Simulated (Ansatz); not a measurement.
`C[O][Al]([F])[Cl]`, relaxed with RKS PBE0-D4/def2-TZVP in Ansatz from a PBE-D4/def2-SVP geometry. The force threshold is 0.005 eV/Å; the program also tests the step.

Total charge 0; spin multiplicity 1.

Start:

```xyz
8

C     0.179   -1.279    0.235
O     0.094   -0.188   -0.650
Al   -0.184    1.475   -0.498
F    -0.203    2.404   -1.879
Cl   -0.504    2.387    1.361
H     1.173   -1.771    0.145
H    -0.593   -2.039   -0.016
H     0.038   -0.989    1.302
```

**Question.** By how much does the energy fall, and how many steps does the optimiser take? (Estimate.)

**Answer.** The calculation gave: 4.80 kJ/mol, in 5 steps.

**Question.** Which bonds change most? (Best estimate.)

**Answer.** Computed: Al3–F4 from 1.665 to 1.635 Å; O2–Al3 from 1.693 to 1.663 Å; C1–H6 from 1.112 to 1.094 Å; C1–H7 from 1.112 to 1.094 Å.

**Question.** Give the relaxed structure. (Best estimate.)

**Answer.** The calculation gave: 
```xyz
8

C     0.177   -1.271    0.238
O     0.088   -0.182   -0.640
Al   -0.181    1.453   -0.500
F    -0.198    2.375   -1.849
Cl   -0.498    2.359    1.342
H     1.159   -1.744    0.140
H    -0.586   -2.013   -0.015
H     0.039   -0.976    1.284
```
